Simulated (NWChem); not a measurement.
System: C2H4F2OSi; SMILES FC1(F)OC[SiH2]1

The following NWChem deck was run.

```
start job
memory heap 200 mb stack 900 mb global 1100 mb
geometry units angstroms noautosym nocenter noautoz
  F      0.196682    -1.444633    -1.075586
  C      0.024615    -0.653903     0.000000
  F      0.196682    -1.444633     1.075586
  O     -1.247373    -0.118926     0.000000
  C     -1.056875     1.311617     0.000000
  Si     0.839232     1.100730     0.000000
  H     -1.514117     1.761826    -0.895369
  H     -1.514117     1.761826     0.895369
  H      1.578562     1.499830    -1.229654
  H      1.578562     1.499830     1.229654
end
basis spherical
  * library 6-31g*
end
dft
  xc hfexch
  iterations 150
  mulliken
end
task dft energy
esp
  recalculate
  probe 0.07
  range 0.3
  factor 1.0
  spacing 0.02
end
task esp
```

Parts of the log:

```
             Northwest Computational Chemistry Package (NWChem) 7.3.0
             --------------------------------------------------------

                             Geometry "geometry" -> ""
                             -------------------------

 Output coordinates in angstroms (scale by  1.889725989 to convert to a.u.)

  No.       Tag          Charge          X              Y              Z
 ---- ---------------- ---------- -------------- -------------- --------------
    1 F                    9.0000     0.19668200    -1.44463300    -1.07558600
    2 C                    6.0000     0.02461500    -0.65390300     0.00000000
    3 F                    9.0000     0.19668200    -1.44463300     1.07558600
    4 O                    8.0000    -1.24737300    -0.11892600     0.00000000
    5 C                    6.0000    -1.05687500     1.31161700     0.00000000
    6 Si                  14.0000     0.83923200     1.10073000     0.00000000
    7 H                    1.0000    -1.51411700     1.76182600    -0.89536900
    8 H                    1.0000    -1.51411700     1.76182600     0.89536900
    9 H                    1.0000     1.57856200     1.49983000    -1.22965400
   10 H                    1.0000     1.57856200     1.49983000     1.22965400

 Effective nuclear repulsion energy (a.u.)     322.2556522600

  xc_inp: hfexch multiplicative factor not found.

                                 NWChem DFT Module
                                 -----------------

 Summary of "ao basis" -> "ao basis" (spherical)
 ------------------------------------------------------------------------------
       Tag                 Description            Shells   Functions and Types
 ---------------- ------------------------------  ------  ---------------------
 F                           6-31g*                  6       14   3s2p1d
 C                           6-31g*                  6       14   3s2p1d
 O                           6-31g*                  6       14   3s2p1d
 Si                          6-31g*                  8       18   4s3p1d
 H                           6-31g*                  2        2   2s

            General Information
            -------------------
          SCF calculation type: DFT
          Wavefunction type:  closed shell.
          No. of atoms     :    10
          No. of electrons :    56
           Alpha electrons :    28
            Beta electrons :    28
          Charge           :     0
          Spin multiplicity:     1
          Use of symmetry is: off; symmetry adaption is: off
          Maximum number of iterations: 150
          AO basis - number of functions:    96
                     number of shells:    46
          Convergence on energy requested:  1.00D-06
          Convergence on density requested:  1.00D-05
          Convergence on gradient requested:  5.00D-04

              XC Information
              --------------
                     Hartree-Fock (Exact) Exchange  1.000

      Superposition of Atomic Density Guess
      -------------------------------------

 Sum of atomic energies:        -639.62976225

      Non-variational initial energy
      ------------------------------

 Total energy =    -641.965926
 1-e energy   =   -1527.420278
 2-e energy   =     563.198700
 HOMO         =      -0.310001
 LUMO         =       0.045413

     ---------------------------------------------
      Total Density - Mulliken Population Analysis
     ---------------------------------------------

    Atom       Charge   Shell Charges
 -----------   ------   -------------------------------------------------------
    1 F    9     9.49   2.00  0.94  3.42  1.01  2.11  0.01
    2 C    6     4.77   2.00  0.64  1.28  0.39  0.35  0.11
    3 F    9     9.49   2.00  0.94  3.42  1.01  2.11  0.01
    4 O    8     8.73   2.00  0.93  3.01  0.93  1.84  0.02
    5 C    6     6.27   2.00  0.70  1.82  0.65  1.05  0.05
    6 Si  14    13.56   2.00  2.00  5.97  1.01  1.68  0.30  0.49  0.12
    7 H    1     0.79   0.47  0.32
    8 H    1     0.79   0.47  0.32
    9 H    1     1.05   0.47  0.59
   10 H    1     1.05   0.47  0.59

   convergence    iter        energy       DeltaE   RMS-Dens  Diis-err
 ---------------- ----- ----------------- --------- --------- ---------
 d= 0,ls=0.0,diis     1   -640.5428511338 -9.63D+02  7.73D-03  1.03D+00
 d= 0,ls=0.0,diis     2   -640.6386029526 -9.58D-02  2.71D-03  3.30D-01
 d= 0,ls=0.0,diis     3   -640.6685773016 -3.00D-02  9.54D-04  7.48D-03
 d= 0,ls=0.0,diis     4   -640.6701020796 -1.52D-03  2.46D-04  3.98D-04
 d= 0,ls=0.0,diis     5   -640.6701862930 -8.42D-05  8.35D-05  3.21D-05
  Resetting Diis
 d= 0,ls=0.0,diis     6   -640.6701943052 -8.01D-06  2.04D-05  2.38D-06
 d= 0,ls=0.0,diis     7   -640.6701948506 -5.45D-07  6.22D-06  4.48D-07

         Total DFT energy =     -640.670194850596
      One electron energy =    -1529.449283178584
           Coulomb energy =      627.188745215375
    Exchange-Corr. energy =      -60.665309147366
 Nuclear repulsion energy =      322.255652259978

 Numeric. integr. density =        0.000000000000

                       DFT Final Molecular Orbital Analysis
                       ------------------------------------

 Vector   26  Occ=2.000000D+00  E=-4.713439D-01
              MO Center= -1.1D+00,  4.3D-01, -1.0D-14, r^2= 2.2D+00
   Bfn.  Coefficient  Atom+Function         Bfn.  Coefficient  Atom+Function
  ----- ------------  ---------------      ----- ------------  ---------------
    47      0.513567   4 O  pz               51      0.409689   4 O  pz
    61     -0.244707   5 C  pz               89      0.163010   7 H  s
    91     -0.163010   8 H  s                90      0.161419   7 H  s
    92     -0.161419   8 H  s                65     -0.128276   5 C  pz
     4      0.093369   1 F  py               32     -0.093369   3 F  py

 Vector   27  Occ=2.000000D+00  E=-4.545839D-01
              MO Center= -2.9D-01,  8.6D-01, -7.2D-15, r^2= 2.5D+00
   Bfn.  Coefficient  Atom+Function         Bfn.  Coefficient  Atom+Function
  ----- ------------  ---------------      ----- ------------  ---------------
    59      0.396026   5 C  px               77     -0.269386   6 Si px
    20     -0.256501   2 C  s                63      0.257755   5 C  px
    78      0.224298   6 Si py               18     -0.192279   2 C  py
    62      0.159152   5 C  s                 4      0.125236   1 F  py
    32      0.125236   3 F  py               73      0.111288   6 Si px

 Vector   28  Occ=2.000000D+00  E=-4.435815D-01
              MO Center=  1.7D-02,  6.9D-02, -3.5D-14, r^2= 2.8D+00
   Bfn.  Coefficient  Atom+Function         Bfn.  Coefficient  Atom+Function
  ----- ------------  ---------------      ----- ------------  ---------------
    45      0.338643   4 O  px               49      0.296325   4 O  px
    20     -0.276139   2 C  s                78      0.273383   6 Si py
    17     -0.267845   2 C  px               77      0.215490   6 Si px
    18     -0.179719   2 C  py               76     -0.149560   6 Si s
    46      0.148776   4 O  py               94      0.139862   9 H  s

 Vector   29  Occ=0.000000D+00  E= 9.717331D-02
              MO Center=  1.0D+00,  1.3D+00, -3.6D-15, r^2= 4.2D+00
   Bfn.  Coefficient  Atom+Function         Bfn.  Coefficient  Atom+Function
  ----- ------------  ---------------      ----- ------------  ---------------
    82      1.034210   6 Si py               62     -0.633854   5 C  s
    20      0.594175   2 C  s                81     -0.507284   6 Si px
    63     -0.289583   5 C  px               21      0.235167   2 C  px
    78      0.177320   6 Si py               22      0.167009   2 C  py
    18      0.147231   2 C  py               59     -0.119275   5 C  px

 Vector   30  Occ=0.000000D+00  E= 1.530168D-01
              MO Center=  1.2D+00,  1.4D+00,  7.4D-14, r^2= 4.9D+00
   Bfn.  Coefficient  Atom+Function         Bfn.  Coefficient  Atom+Function
  ----- ------------  ---------------      ----- ------------  ---------------
    81      1.596249   6 Si px               62      0.851519   5 C  s
    20      0.815804   2 C  s                82      0.797812   6 Si py
    94     -0.699351   9 H  s                96     -0.699351  10 H  s
    63      0.213248   5 C  px               48      0.192146   4 O  s
    64      0.176090   5 C  py               22      0.158254   2 C  py

 Vector   31  Occ=0.000000D+00  E= 1.868013D-01
              MO Center=  4.1D-01,  7.9D-01, -1.3D-12, r^2= 4.0D+00
   Bfn.  Coefficient  Atom+Function         Bfn.  Coefficient  Atom+Function
  ----- ------------  ---------------      ----- ------------  ---------------
    83      1.289306   6 Si pz               94      0.913242   9 H  s
    96     -0.913242  10 H  s                90      0.396959   7 H  s
    92     -0.396959   8 H  s                79      0.313647   6 Si pz
    65      0.187706   5 C  pz               51     -0.174597   4 O  pz
    23      0.165873   2 C  pz                6      0.164990   1 F  s

     ---------------------------------------------
      Total Density - Mulliken Population Analysis
     ---------------------------------------------

    Atom       Charge   Shell Charges
 -----------   ------   -------------------------------------------------------
    1 F    9     9.43   2.00  0.93  3.30  1.06  2.13  0.02
    2 C    6     5.07   2.00  0.67  1.71  0.27  0.27  0.15
    3 F    9     9.43   2.00  0.93  3.30  1.06  2.13  0.02
    4 O    8     8.66   2.00  0.89  2.88  1.01  1.85  0.03
    5 C    6     6.27   2.00  0.65  1.95  0.64  0.97  0.06
    6 Si  14    13.30   2.00  2.00  5.97  0.95  1.81  0.17  0.19  0.20
    7 H    1     0.81   0.52  0.28
    8 H    1     0.81   0.52  0.28
    9 H    1     1.12   0.50  0.62
   10 H    1     1.12   0.50  0.62

     -------------------------------------------
      Total Density - Lowdin Population Analysis
     -------------------------------------------

    Atom       Charge   Shell Charges
 -----------   ------   -------------------------------------------------------
    1 F    9     9.17   1.99  0.93  3.19  0.81  2.21  0.03
    2 C    6     5.79   1.98  0.50  1.58  0.39  0.99  0.35
    3 F    9     9.17   1.99  0.93  3.19  0.81  2.21  0.03
    4 O    8     8.28   1.99  0.84  2.78  0.65  1.94  0.07
    5 C    6     6.25   1.99  0.55  1.79  0.45  1.35  0.12
    6 Si  14    13.52   2.00  1.98  5.89  0.66  1.64  0.37  0.72  0.26
    7 H    1     0.86   0.50  0.36
    8 H    1     0.86   0.50  0.36
    9 H    1     1.05   0.50  0.56
   10 H    1     1.05   0.50  0.56

     Multipole analysis of the density
     ---------------------------------

     L   x y z        total         alpha         beta         nuclear
     -   - - -        -----         -----         ----         -------
     0   0 0 0     -0.000000    -28.000000    -28.000000     56.000000

     1   1 0 0      0.518787      0.971943      0.971943     -1.425099
     1   0 1 0      1.552055      1.791742      1.791742     -2.031429
     1   0 0 1     -0.000000     -0.000000     -0.000000      0.000000

     2   2 0 0    -30.601292    -85.433723    -85.433723    140.266154
     2   1 1 0     -0.947316     -0.457896     -0.457896     -0.031523
     2   1 0 1     -0.000000     -0.000000     -0.000000      0.000000
     2   0 2 0    -29.539155   -154.461777   -154.461777    279.384399
     2   0 1 1      0.000000      0.000000      0.000000      0.000000
     2   0 0 2    -31.661084    -61.274842    -61.274842     90.888599

                     NWChem Electrostatic Potential Fit Module
                     -----------------------------------------

 Atom parameters

 Number of atoms is                                   10
 Number of basis functions is                         96

 Grid parameters

 Maximum number of grid points is                  41816
 Number of grid points is                          41815
 Grid range                                     0.300000 nm
 Grid spacing                                   0.020000 nm
 Probe radius                                   0.070000 nm
 Atom radius factor                             1.000000

 Atomic radii

    1    0.100000
    6    0.147000
    8    0.136000
    9    0.128000
   14    0.187000
 FASTESP  F
  using M.O. file = ./job.movecs

    Atom              Coordinates                           Charge

                                                  ESP

    1 F     0.019668   -0.144463   -0.107559   -0.305655
    2 C     0.002462   -0.065390    0.000000    0.730137
    3 F     0.019668   -0.144463    0.107559   -0.305129
    4 O    -0.124737   -0.011893    0.000000   -0.452006
    5 C    -0.105688    0.131162    0.000000    0.092875
    6 Si    0.083923    0.110073    0.000000    0.294322
    7 H    -0.151412    0.176183   -0.089537    0.040084
    8 H    -0.151412    0.176183    0.089537    0.039675
    9 H     0.157856    0.149983   -0.122965   -0.067049
   10 H     0.157856    0.149983    0.122965   -0.067254
                                            ------------
                                                0.000000

 Dipole moment                                  1.678261

 Quadrupole moment Qxx                         -0.487774
                   Qyy                          4.420368
                   Qzz                         -3.932593

 RMS deviation kJ/mol                           0.057535

 RRMS %                                        20.069437
```

Level: Hartree-Fock/6-31G* (spherical d). All runs use the structure optimised with PBE0/def2-SVP.
